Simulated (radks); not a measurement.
Results of a calculation; reference values are marked as such.
Task: Mean orbital radii <r> (bohr) of the oxygen ion O3+, [He] 2s2 2p1, of relativity; Dirac values are averaged over j with weights 2j + 1. Spin-unpolarised spherical Kohn-Sham, PBE, point nucleus unless stated (finite: rms radius 2.6991 fm), a radial shooting solver on a logarithmic mesh with Libxc functionals. A level marked "c x" has the speed of light scaled by that factor and shares open shells by 2j + 1; other Dirac levels either fill j = l - 1/2 first or share by 2j + 1.

shell  non-rel.
1s       0.1993
2s       0.9780
2p       0.9198

Give the values at the level "Dirac, c x 0.85".

Result: 
shell  Dirac, c x 0.85  change of magnitude (%)
1s              0.1990                    -0.14
2s              0.9767                    -0.13
2p              0.9194                    -0.04
